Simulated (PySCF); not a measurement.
C2H5Zn (SMILES C[CH2][Zn+]), charge +1, singlet, geometry from GFN2-xTB (such geometries of metal compounds can be far from the true shape), atoms displaced at random by about 0.03 Å a coordinate; PBE/6-31G, gradient in PySCF.

PySCF was given this input:
```python
from pyscf import gto, scf, dft

mol = gto.M(
    atom='''
Zn    0.452681    0.600720    0.459724
C    -0.071530   -1.121142   -0.518508
C    -1.452240   -1.042526   -1.134136
H     0.012591   -1.806566    0.322932
H     0.706767   -1.169216   -1.254989
H    -1.572203   -0.259651   -1.900694
H    -2.247218   -0.921135   -0.373511
H    -1.580185   -2.024455   -1.579742
''',
    basis='6-31g',
    charge=1,
    spin=0,
    verbose=4,
)

mf = dft.RKS(mol)
mf.xc = 'pbe'
mf.grids.level = 0
mf.kernel()
g = mf.nuc_grad_method()
g.grid_response = False
grad = g.kernel()
```

Output, abridged:

```
PySCF version 2.14.0

[INPUT] verbose = 4
[INPUT] num. atoms = 8
[INPUT] num. electrons = 46
[INPUT] charge = 1
[INPUT] spin (= nelec alpha-beta = 2S) = 0
[INPUT] symmetry False subgroup None
[INPUT] Mole.unit = angstrom
[INPUT] Symbol           X                Y                Z      unit          X                Y                Z       unit  Magmom
[...]
nuclear repulsion = 142.140452810245
number of shells = 31
number of NR pGTOs = 154
number of NR cGTOs = 55
basis = 6-31g
ecp = {}

******** <class 'pyscf.dft.rks.RKS'> ********
method = RKS
initial guess = minao
damping factor = 0
level_shift factor = 0
DIIS = <class 'pyscf.scf.diis.CDIIS'>
diis_start_cycle = 1
diis_space = 8
diis_damp = 0
SCF conv_tol = 1e-09
SCF conv_tol_grad = None
SCF max_cycles = 50
direct_scf = True
direct_scf_tol = 1e-13
XC library pyscf.dft.libxc version 7.1.2
    S. Lehtola, C. Steigemann, M. J. T. Oliveira, and M. A. L. Marques,  SoftwareX 7, 1–5 (2018)
XC functionals = pbe
    J. P. Perdew, K. Burke, and M. Ernzerhof,  Phys. Rev. Lett. 77, 3865 (1996)
    J. P. Perdew, K. Burke, and M. Ernzerhof,  Phys. Rev. Lett. 78, 1396 (1997)
    J. P. Perdew, K. Burke, and M. Ernzerhof,  Phys. Rev. Lett. 77, 3865 (1996)
    J. P. Perdew, K. Burke, and M. Ernzerhof,  Phys. Rev. Lett. 78, 1396 (1997)
radial grids:
    Treutler-Ahlrichs [JCP 102, 346 (1995); DOI:10.1063/1.469408] (M4) radial grids

becke partition: Becke, JCP 88, 2547 (1988); DOI:10.1063/1.454033
pruning grids: <function nwchem_prune>
grids dens level: 0
symmetrized grids: False
atomic radii adjust function: <function treutler_atomic_radii_adjust>
small_rho_cutoff = 0
Set gradient conv threshold to 3.16228e-05
Initial guess from minao.
tot grids = 7696
init E= -1857.42674154966
[...]
cycle= 1 E= -1857.46428968273  delta_E= -0.0375  |g|= 0.593  |ddm|= 2.43
[...]
cycle= 2 E= -1856.90828413516  delta_E= 0.556  |g|= 1.36  |ddm|= 2.25
[...]
cycle= 3 E= -1857.58529721834  delta_E= -0.677  |g|= 0.0735  |ddm|= 1.61
[...]
cycle= 4 E= -1857.5824865076  delta_E= 0.00281  |g|= 0.0941  |ddm|= 0.167
[...]
cycle= 5 E= -1857.58629572389  delta_E= -0.00381  |g|= 0.0122  |ddm|= 0.125
[...]
cycle= 6 E= -1857.5863479813  delta_E= -5.23e-05  |g|= 0.0046  |ddm|= 0.0182
[...]
cycle= 7 E= -1857.58635303739  delta_E= -5.06e-06  |g|= 0.00132  |ddm|= 0.00482
[...]
cycle= 8 E= -1857.58635342655  delta_E= -3.89e-07  |g|= 0.000413  |ddm|= 0.00222
[...]
cycle= 9 E= -1857.58635352031  delta_E= -9.38e-08  |g|= 1.35e-05  |ddm|= 0.000798
[...]
cycle= 10 E= -1857.58635352035  delta_E= -4.73e-11  |g|= 3.94e-06  |ddm|= 2.27e-05
[...]
Extra cycle  E= -1857.58635352029  delta_E= 6.39e-11  |g|= 1.36e-05  |ddm|= 2.58e-05
converged SCF energy = -1857.58635352029

******** <class 'pyscf.grad.rks.Gradients'> for <class 'pyscf.dft.rks.RKS'> ********
unit = Eh/Bohr
grid_response = False
--------------- RKS gradients ---------------
         x                y                z
0 Zn     0.0025924290     0.0076434832     0.0062871337
1 C     0.0169050083    -0.0242244818    -0.0082633256
2 C    -0.0008677474    -0.0155377543    -0.0191681530
3 H    -0.0039477609     0.0090707445    -0.0034127784
4 H    -0.0188226940     0.0050900849     0.0099327509
5 H    -0.0013896739     0.0041963897     0.0014681314
6 H    -0.0009734868     0.0017169903     0.0034951693
7 H     0.0066832071     0.0132964695     0.0111702760
----------------------------------------------
```
